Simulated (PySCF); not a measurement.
**Excitation energy of Ca by level of theory**

Ca [Ar] 4s2 (1S) → Ca [Ar] 4s1 4p1 (3P), as a difference of total energies. Calculation: PySCF 2.14, in dyall-av3z (25s18p5d4f, 132 functions); scalar relativity by spin-free X2C-1e. Correlated levels: valence: [Ar] frozen; virtual orbitals above 40 to 60 times the deepest correlated orbital energy dropped. The calculations carry no spin-orbit coupling.

```tsv
method	excitation energy (eV)
UHF	1.028
LDA	1.956
PBE	1.793
PBE0	1.697
r2SCAN	1.542
MN15	2.454
TPSS	1.720
r2SCAN0	1.570
MP2 (valence)	1.537
SCS-MP2 (valence)	1.682
```

How much does correlation contribute at MP2 (valence)?

1.537 − (1.028) = 0.509 eV, measured against UHF.

For comparison: 1.892 eV (measured; NIST levels, between the centres of gravity of the two terms).
